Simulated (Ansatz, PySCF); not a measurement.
This Ansatz (a quantum-chemistry and plane-wave program) input computes a CCSD(T)/cc-pVDZ energy:

Ansatz 0.2 input:
```yaml
crystal:
  periodic: [false, false, false]
  atoms:
    - {symbol: B, position_ang: [0.14414957, -0.00616732, -0.00768719]}
    - {symbol: H, position_ang: [-0.40731316, -1.05719127, -0.00044344]}
    - {symbol: H, position_ang: [-0.31343467, 1.08802789, 0.03887940]}
basis:
  gaussian:
    orbitals: cc-pVDZ
magnetization: {spin_polarized: true, initial_magnetization: 1}
correlation: {method: ccsd_t, electrons: outside_noble_gas}
```

Task: Write an input for the same energy in PySCF and say what it gives.

Result: 
```python
from pyscf import gto, scf, mp, cc as ccmod

mol = gto.M(
    atom='''
    B     0.14414957   -0.00616732   -0.00768719
    H    -0.40731316   -1.05719127   -0.00044344
    H    -0.31343467    1.08802789    0.03887940
    ''',
    basis='cc-pvdz',
    charge=0,
    spin=1,
    verbose=4,
)

mf = scf.UHF(mol)
mf.conv_tol = 1e-10
mf.max_cycle = 100
mf.kernel()
mo, _, stable, _ = mf.stability(return_status=True)
if not stable:
    mf.kernel(mf.make_rdm1(mo, mf.mo_occ))
mp2 = mp.MP2(mf, frozen=1).run()
cc = ccmod.CCSD(mf, frozen=1)
cc.max_cycle = 100
cc.kernel()
et = cc.ccsd_t()
print(f'E(CCSD(T)) = {cc.e_tot + et:.9f}')
```
It gives -25.84018 Eh, and Ansatz -25.84018 Eh, a difference of 0.00 mEh.
